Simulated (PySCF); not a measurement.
A survey of ¹⁷O NMR shifts

[PySCF: structure optimised with GFN2-xTB; σ from GIAO-PBE0/pcSseg-1; non-relativistic; rapidly exchanging positions averaged; one computed conformer; no solvent model]

Shieldings were converted by a linear fit to measured shifts: ¹⁷O: δ = 266.70 − 0.911σ (rms 10.7 ppm, 155 shifts, 12.2 ppm with the 3 outliers that the fit left out vs liquid water, solution or neat liquid). A few per cent of atoms miss by over 2 rms, more outside the fitted compound classes.

Give the ¹⁷O shifts of `O=C(O)[C@]1(C(F)F)CC[SiH2]1`, `CCC(=O)/C(=C/F)O[SiH2]F`, `O=CO[C@@H]1[SiH2][C@H]1CC(F)F`, `CC[C@H]1C[Si@](F)(C(C)=O)C1`, `O=COC1(C(F)F)C[SiH2]C1`, `C=C(CC(=O)O[SiH3])C(F)F`, `O=C([SiH3])O[C@@]1(F)C[C@H]1CF`, `FC(F)C1(OC[SiH3])C[SiH2]C1`.

Results:


```
                                                              compound                 environment  δ (ppm)
[O:1]=[C:2]([OH:3])[C@:4]1([CH:5]([F:6])[F:7])[CH2:8][CH2:9][SiH2:10]1         O1: carbonyl oxygen    336.1
[O:1]=[C:2]([OH:3])[C@:4]1([CH:5]([F:6])[F:7])[CH2:8][CH2:9][SiH2:10]1    O3: acid hydroxyl oxygen    152.8
   [CH3:1][CH2:2][C:3](=[O:4])/[C:5](=[CH:6]/[F:7])[O:8][SiH2:9][F:10]           O4: ketone oxygen    505.7
   [CH3:1][CH2:2][C:3](=[O:4])/[C:5](=[CH:6]/[F:7])[O:8][SiH2:9][F:10]  O8: oxygen bonded to C, Si     52.4
  [O:1]=[CH:2][O:3][C@@H:4]1[SiH2:5][C@H:6]1[CH2:7][CH:8]([F:9])[F:10]   O1: ester carbonyl oxygen    369.1
  [O:1]=[CH:2][O:3][C@@H:4]1[SiH2:5][C@H:6]1[CH2:7][CH:8]([F:9])[F:10]     O3: ester alkoxy oxygen    179.2
                                           CC[C@H]1C[Si@](F)(C(C)=O)C1             carbonyl oxygen    728.0
   [O:1]=[CH:2][O:3][C:4]1([CH:5]([F:6])[F:7])[CH2:8][SiH2:9][CH2:10]1   O1: ester carbonyl oxygen    374.3
   [O:1]=[CH:2][O:3][C:4]1([CH:5]([F:6])[F:7])[CH2:8][SiH2:9][CH2:10]1     O3: ester alkoxy oxygen    194.0
   [CH2:1]=[C:2]([CH2:3][C:4](=[O:5])[O:6][SiH3:7])[CH:8]([F:9])[F:10]         O5: carbonyl oxygen    369.8
   [CH2:1]=[C:2]([CH2:3][C:4](=[O:5])[O:6][SiH3:7])[CH:8]([F:9])[F:10]  O6: oxygen bonded to C, Si    130.9
 [O:1]=[C:2]([SiH3:3])[O:4][C@@:5]1([F:6])[CH2:7][C@H:8]1[CH2:9][F:10]   O1: ester carbonyl oxygen    441.6
 [O:1]=[C:2]([SiH3:3])[O:4][C@@:5]1([F:6])[CH2:7][C@H:8]1[CH2:9][F:10]     O4: ester alkoxy oxygen    212.0
                                            FC(F)C1(OC[SiH3])C[SiH2]C1                ether oxygen     23.0
```

In solution the two oxygens of a carboxylic acid give one averaged line by proton exchange, and hydrogen bonding shields acid and N–H amide carbonyl oxygens by tens of ppm; neither is in these numbers.
